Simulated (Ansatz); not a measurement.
The cluster Pt2H⁻. Charge -1, multiplicity 3. Geometry PBE-D4/def2-TZVPD; atoms count from 1.

```xyz
3

Pt    0.089    0.554    0.209
Pt   -1.174   -0.571   -1.533
H     1.085    0.017    1.324
```

In the def2 sets Pt takes a core potential; there is no spin–orbit coupling. The structure comes from a short search, and lower isomers may exist.

Estimate the Mulliken populations from the PBE0/def2-TZVPD orbitals of Ansatz.


```csv
atom,charge (e),spin (α − β),d electrons
Pt1,-0.42,0.80,8.87
Pt2,-0.52,1.14,8.94
H3,-0.06,0.07,–
```
Mulliken values depend strongly on the basis. With diffuse functions, as here, like atoms can get unlike values, and bond orders can come out too low or too high.

Where does the spin sit?

Summed by element: Pt 1.93, H 0.07, of 2 unpaired in all. Largest on single atoms: Pt2 1.14, Pt1 0.80, H3 0.07.

And the Mayer bond orders between heavy atoms (over 0.3)?

Pt1–Pt2 1.41 (2.43 Å).
